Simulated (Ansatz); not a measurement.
# Abstraction of Cl: CCl3F + C2H5ClIn → CCl2F + C2H5Cl2In

Species: CCl3F (trichlorofluoromethane) `FC(Cl)(Cl)Cl`, singlet; C2H5ClIn `C[CH2][In][Cl]`, doublet; CCl2F (dichlorofluoromethyl radical) `F[C](Cl)Cl`, doublet; C2H5Cl2In `C[CH2][In]([Cl])[Cl]`, singlet. A radical takes Cl: the energy is the difference in strength between the C–Cl bond broken and the In–Cl bond made.

Shapes, held fixed at every level: PBE0-D4/def2-TZVP. Flexible molecules stand in one conformer, not always the lowest. Programs: Ansatz 0.2.0. Electronic energies: no zero-point or thermal term.

Task: Estimate ΔE of this reaction.

Result: The highest level, CCSD(T)/def2-TZVPP, gives ΔE = -72.4 kJ/mol; the levels span -119.4 to -53.9. The column of differences is taken from that level and isn't an error. No measured value is set beside it here. Spin contamination: C2H5ClIn (⟨S²⟩ up to 0.80). Open shells run unrestricted unless RO is named. For atoms past krypton def2 sets carry core potentials with scalar relativity. Correlated rows may include outer-core shells of In, which these sets cover unevenly. Times are processor times on shared x86 and Arm servers, and rough.

```json
{"level": "HF/def2-TZVPP", "kind": "Hartree–Fock", "ΔE (kJ/mol)": "-119.4", "less CCSD(T)/def2-TZVPP": "-47.0", "CPU time (sum over the molecules)": "–"}
{"level": "PBE-D4/def2-TZVPP", "kind": "GGA", "ΔE (kJ/mol)": "-53.9", "less CCSD(T)/def2-TZVPP": "+18.5", "CPU time (sum over the molecules)": "43 s"}
{"level": "r2SCAN-D4/def2-TZVPP", "kind": "meta-GGA", "ΔE (kJ/mol)": "-73.0", "less CCSD(T)/def2-TZVPP": "-0.6", "CPU time (sum over the molecules)": "1.7 min"}
{"level": "PBE0-D4/def2-TZVPP", "kind": "global hybrid", "ΔE (kJ/mol)": "-68.8", "less CCSD(T)/def2-TZVPP": "+3.6", "CPU time (sum over the molecules)": "66 s"}
{"level": "B2PLYP/def2-TZVPP", "kind": "double hybrid", "ΔE (kJ/mol)": "-71.0", "less CCSD(T)/def2-TZVPP": "+1.4", "CPU time (sum over the molecules)": "86 s"}
{"level": "MP2/def2-TZVPP", "kind": "perturbation theory", "ΔE (kJ/mol)": "-67.9", "less CCSD(T)/def2-TZVPP": "+4.5", "CPU time (sum over the molecules)": "–"}
{"level": "CCSD(T)/def2-TZVPP", "kind": "coupled cluster or CI", "ΔE (kJ/mol)": "-72.4", "less CCSD(T)/def2-TZVPP": "0.0", "CPU time (sum over the molecules)": "2.9 min"}
```
